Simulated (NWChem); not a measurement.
Species: C$_{4}$H$_{4}$ClF; SMILES C=C/C(Cl)=C\F

```xyz
10

C     -1.9655     1.2423     0.0000
C     -1.3184     0.0704     0.0000
C      0.1251    -0.1203     0.0000
Cl     1.1797     1.2871     0.0000
C      0.7239    -1.3198     0.0000
F     -0.0030    -2.4518     0.0000
H     -3.0502     1.2737     0.0000
H     -1.4421     2.1929     0.0000
H     -1.8801    -0.8607     0.0000
H      1.7936    -1.4920     0.0000
```
Atoms are numbered in this order, from 1.

Program: NWChem. STO-3G and 3-21G are far too small for this property and stand as cheap habits. All runs use the structure optimised with B3LYP/6-31G* (spherical d). Field at 589 nm.

**Question.** What does the run give for B3LYP/STO-3G? Quantities: isotropic polarisability (bohr³); anisotropy (bohr³).

**Answer.** The isotropic polarisability (bohr³) comes out as 33.1 and the anisotropy (bohr³) comes out as 46.8.
